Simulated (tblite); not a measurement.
Isomers of C4H7OPSi. Level: GFN2-xTB in tblite, geometry and Hessian alike; calculated harmonic values, unscaled, isolated species. Errors from tens to a few hundred cm⁻¹ against measured bands are possible. Modes of hydrogen on phosphorus and silicon can be 10 to 20 % off. One conformer each.

Electronic energies: GFN2-xTB at the same geometries; isomer energies are rough at this level and their order can be wrong.

```
                    SMILES  electronic energy, lowest = 0 (kJ/mol)
          C[Si@H](P)C#CC=O                                   237.5
C#C[P@@]1(=O)C[C@H]1[SiH3]                                   173.9
          Cc1oc([SiH3])cp1                                     0.0
```

Task: How do GFN2-xTB zero-point energies change the relative energies?

Result: 
```csv
SMILES,ZPE (kJ/mol),of it from modes above 1550 cm⁻¹,electronic (kJ/mol),"with ZPE, lowest = 0 (kJ/mol)",lowest mode (cm⁻¹),rings
Cc1oc([SiH3])cp1,246.2,113.7,0.0,0.0,20i,1
C#C[P@@]1(=O)C[C@H]1[SiH3],236.5,128.7,173.9,164.3,68,1
C[Si@H](P)C#CC=O,235.8,135.8,237.5,227.1,34,0
```

The zero-point energies span 10.4 kJ/mol, from `C[Si@H](P)C#CC=O` to `Cc1oc([SiH3])cp1`. Slightly imaginary modes are left out of the zero-point energy: `Cc1oc([SiH3])cp1` 19.8i cm⁻¹. The order is unchanged.
